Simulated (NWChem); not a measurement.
F₃Sc in NWChem

SMILES: [F][Sc]([F])[F]
```xyz
4

Sc     0.0000     0.0000     0.0000
F      0.0000     0.0000     1.8325
F     -1.5870     0.0000    -0.9163
F      1.5870     0.0000    -0.9163
```
Charge 0, spin multiplicity 1.

All runs are NWChem calculations. The geometry was optimised at PBE/def2-SVP, a minimum by its harmonic frequencies.

Symmetry labels belong to the abelian group C2v used in the runs, with the axes of the coordinates shown; states degenerate in a higher group split over its labels.

The structure started from a generated list of species.

### Question
List the lowest 6 singlet excitations that CIS/def2-SVP gives, with oscillator strengths.

### Answer
| state | symmetry | energy (eV) | wavelength (nm) | f |
|---|---|---|---|---|
| 1 | a1 | 10.36 | 120 | 0.012 |
| 2 | b1 | 10.36 | 120 | 0.012 |
| 3 | b1 | 10.39 | 119 | 0.000 |
| 4 | b2 | 10.57 | 117 | 0.135 |
| 5 | a2 | 10.67 | 116 | 0.000 |
| 6 | b2 | 10.67 | 116 | 0.000 |
